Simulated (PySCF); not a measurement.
PySCF 2.14 output of a UHF calculation on a single atom or ion in 6-31G*, with no relativity, point nucleus:

```
SCF conv_tol = 1e-09
number electrons alpha = 14  beta = 13
cycle= 1 E= -1637.78886696086  delta_E= -0.00119  |g|= 0.00863  |ddm|= 0.0211
cycle= 2 E= -1637.78888040175  delta_E= -1.34e-05  |g|= 0.000981  |ddm|= 0.00229
cycle= 3 E= -1637.78888061586  delta_E= -2.14e-07  |g|= 9.85e-05  |ddm|= 0.000377
cycle= 4 E= -1637.7888806258  delta_E= -9.94e-09  |g|= 2.55e-05  |ddm|= 0.000153
cycle= 5 E= -1637.78888062698  delta_E= -1.18e-09  |g|= 1.21e-05  |ddm|= 5.73e-05
cycle= 6 E= -1637.78888062719  delta_E= -2.15e-10  |g|= 4.57e-06  |ddm|= 2.49e-05
converged SCF energy = -1637.78888062719  <S^2> = 0.75051461  2S+1 = 2.0005145
```

The run itself started from symmetry-adapted Hartree-Fock orbitals and held the occupation by maximum overlap, so the iterations belong to that start.

Question: Which element, charge and spin multiplicity is this?

Answer: Cu²⁺ (copper, charge +2), multiplicity 2; the state was [Ar] 3d9, 2D determinant.
